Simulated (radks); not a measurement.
Results of a calculation; reference values are marked as such.
Sm I, configuration [Xe] 4f6 6s1 6d1 (not the ground configuration).

Code: a radial shooting solver on a logarithmic mesh with Libxc functionals. Model: Dirac Kohn-Sham, PBE, spin-unpolarised, spherical densities, point nucleus; open shells are shared between the two j in proportion to 2j + 1.

Energy parts (eV):
total: -283932.91
kinetic: 307905.76
electron-nucleus: -695549.39
Hartree: 110140.26
exchange-correlation: -6429.54

Orbitals (lengths in bohr, moments of r in powers of bohr; <r^-3> diverges for s and p1/2):
orbital     occ.  eigenvalue (eV)      <r^4>  <r^-3>
1s1/2          2        -46637.38  1.317e-06       -
2s1/2          2        -7620.136  0.0002113       -
2p1/2          2        -7222.433  0.0001315       -
2p3/2          4        -6619.560  0.0001696    8888
3s1/2          2        -1672.160   0.008326       -
3p1/2          2        -1501.147   0.007627       -
3p3/2          4        -1379.068   0.009232    1856
3d3/2          4        -1082.749   0.006797   309.5
3d5/2          6        -1056.237   0.007211   277.3
4s1/2          2        -334.9904     0.2088       -
4p1/2          2        -269.4399     0.2405       -
4p3/2          4        -242.6493     0.2907   408.2
4d3/2          4        -134.8548     0.4308   57.22
4d5/2          6        -130.0697     0.4583   50.62
5s1/2          2         -46.6752      7.469       -
5p1/2          2         -29.1680      12.97       -
5p3/2          4         -25.6379      16.47   52.96
4f5/2    2.57143          -6.1844      6.649   6.286
6s1/2          1          -5.8534      492.4       -
4f7/2    3.42857          -5.6426      7.528   6.047
6d3/2        0.4          -0.7269      31870  0.1397
6d5/2        0.6          -0.7153      32930  0.1271

The highest occupied level is 6d5/2 at -0.715 eV. Summed over all electrons, <r^2> = 208.6 bohr^2, which gives a Langevin (diamagnetic) susceptibility term of -165 x 10^-6 cm^3/mol.
